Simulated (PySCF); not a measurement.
Mg(SiH3)(OSiH3), H₆MgOSi₂, SMILES [O]([Mg][SiH3])[SiH3], singlet (PBE0/def2-SVP optimised geometry):

```
10

Mg    -1.510    -2.017    -1.982
Si    -0.537    -0.720     0.000
H     -0.964    -1.291     1.321
H     -0.964     0.720     0.000
H      0.964    -0.720     0.000
O     -2.200    -2.930    -3.376
Si    -2.847    -3.741    -4.641
H     -4.272    -3.338    -4.882
H     -2.834    -5.223    -4.409
H     -2.088    -3.479    -5.909
```

Calculation: PBE0/def2-TZVP in PySCF.

What are the frontier orbital energies and the dipole moment?

HOMO-2 -8.02 eV, HOMO-1 -8.02 eV, HOMO -7.48 eV, LUMO -1.22 eV, LUMO+1 -0.84 eV; dipole moment 1.28 D.

On the same geometry PBE/def2-TZVP run with PySCF 2.14.0 gives HOMO-2 -6.60 eV, HOMO-1 -6.60 eV, HOMO -6.51 eV, LUMO -1.94 eV, LUMO+1 -1.53 eV; dipole moment 1.41 D.

Meta-Löwdin charges at PBE0/def2-TZVP: Mg1 1.30, Si2 -0.28, H3 -0.06, H4 -0.06, H5 -0.06, O6 -1.16, Si7 0.74, H8 -0.13, H9 -0.13, H10 -0.13.
